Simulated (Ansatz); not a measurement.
CH6BFSi2 (`FB[SiH]1C[SiH2]1`). Total charge 0; spin multiplicity 1. Geometry: relaxed with PBE0-D4/def2-TZVP. It is one conformer, not always the lowest.

```xyz
11

F     0.543   -1.057   -2.368
B     1.136    0.012   -1.852
Si    0.378    0.827   -0.198
C    -1.316    0.196    0.418
Si   -0.022   -0.681    1.457
H     2.146    0.382   -2.386
H     0.746    2.210    0.189
H    -1.884   -0.396   -0.296
H    -1.940    0.927    0.928
H     0.161   -2.131    1.226
H     0.054   -0.288    2.883
```

(1) What is the dipole moment at r2SCAN/def2-TZVPP? (An estimate is asked.)

(2) And with PBE, B3LYP, ωB97M-V? (An estimate is asked.)

(3) Give the Mulliken charges with r2SCAN, ωB97M-V, PBE in def2-TZVPP. (Best estimate.)

Results:

(1) The calculation gave: 0.97 D, with components (-0.55, 0.53, 0.59) D in this frame, pointing from negative to positive charge.

(2) The calculation gave: PBE 0.97 D, B3LYP 0.91 D, ωB97M-V 0.78 D.

(3) Computed: 
```json
{"atom": "F1", "r2SCAN": "-0.23", "ωB97M-V": "-0.21", "PBE": "-0.18"}
{"atom": "B2", "r2SCAN": "0.28", "ωB97M-V": "0.21", "PBE": "0.25"}
{"atom": "Si3", "r2SCAN": "0.10", "ωB97M-V": "0.01", "PBE": "0.00"}
{"atom": "C4", "r2SCAN": "-0.34", "ωB97M-V": "-0.41", "PBE": "-0.28"}
{"atom": "Si5", "r2SCAN": "0.20", "ωB97M-V": "0.12", "PBE": "0.13"}
{"atom": "H6", "r2SCAN": "-0.03", "ωB97M-V": "0.04", "PBE": "-0.02"}
{"atom": "H7", "r2SCAN": "-0.07", "ωB97M-V": "-0.01", "PBE": "-0.05"}
{"atom": "H8", "r2SCAN": "0.10", "ωB97M-V": "0.13", "PBE": "0.11"}
{"atom": "H9", "r2SCAN": "0.10", "ωB97M-V": "0.13", "PBE": "0.11"}
{"atom": "H10", "r2SCAN": "-0.05", "ωB97M-V": "-0.01", "PBE": "-0.04"}
{"atom": "H11", "r2SCAN": "-0.06", "ωB97M-V": "-0.01", "PBE": "-0.04"}
```

B3LYP here is the variant with VWN-RPA as its local correlation; programs differ in this.
